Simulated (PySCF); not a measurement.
C5H9BO2.
Numbering: `[CH2:1]=[CH:2][CH2:3]/[CH:4]=[CH:5]\[B:6]([OH:7])[OH:8]` (hydrogens: H9, H10 on C1; H11 on C2; H12, H13 on C3; H14 on C4; H15 on C5; H16 on O7; H17 on O8)

Theory: PySCF, PBE0-D3(BJ)/def2-SVP geometry optimisation, gas phase.

Give the optimised bond lengths and angles.

| bond | length (Å) | order |
| --- | --- | --- |
| C1=C2 | 1.333 | double |
| C2–C3 | 1.502 | single |
| C3–C4 | 1.499 | single |
| C4=C5 | 1.344 | double |
| C5–B6 | 1.563 | single |
| B6–O7, B6–O8 | 1.367 | single |
| C1–H9 | 1.095 | single |
| C1–H10 | 1.093 | single |
| C2–H11 | 1.098 | single |
| C3–H12 | 1.097 | single |
| C3–H13 | 1.107 | single |
| C4–H14 | 1.100 | single |
| C5–H15 | 1.100 | single |
| O7–H16, O8–H17 | 0.962 | single |

Bonds in one row agree within 0.01 Å and their mean is given. Orders are formal, as drawn. A selection of angles:
| angle | degrees |
| --- | --- |
| C1–C2–C3 | 124.5 |
| C2–C3–C4 | 111.7 |
| C3–C4–C5 | 127.2 |
| C4–C5–B6 | 128.2 |
| C5–B6–O7 | 122.0 |
| O7–B6–O8 | 116.8 |
| H16–O7–B6 | 110.6 |
| H17–O8–B6 | 113.0 |

Dihedral angles: C1–C2–C3–C4 118° (anticlinal); C2–C3–C4–C5 -119° (anticlinal); C3–C4–C5–B6 1° (synperiplanar); C4–C5–B6–O7 0° (synperiplanar); H16–O7–B6–C5 179° (antiperiplanar); H17–O8–B6–C5 0° (synperiplanar). The mirror-image conformer, all signs reversed, is as good.

The C–C distances run from 1.333 Å (C1=C2, drawn double) to 1.502 Å (C2–C3, drawn single), a spread of 0.169 Å. Of the pairs four or more bonds apart, O7···H12 is among the closest relative to their van der Waals radii: 2.21 Å, 81 % of the sum of Bondi's values. B6 (three-coordinate boron) is planar (angles 122.0°, 121.2° and 116.8°, sum 360.0°, 0.00 Å off the plane of its three neighbours).

Point group: C1 (no symmetry element, even within 0.4 Å). Whether it is a minimum is left open (no frequencies). The numbers are those of one conformer (C1–C2–C3–C4 118°, C2–C3–C4–C5 -119°, C5–B6–O7–H 179°, C5–B6–O8–H 0°).
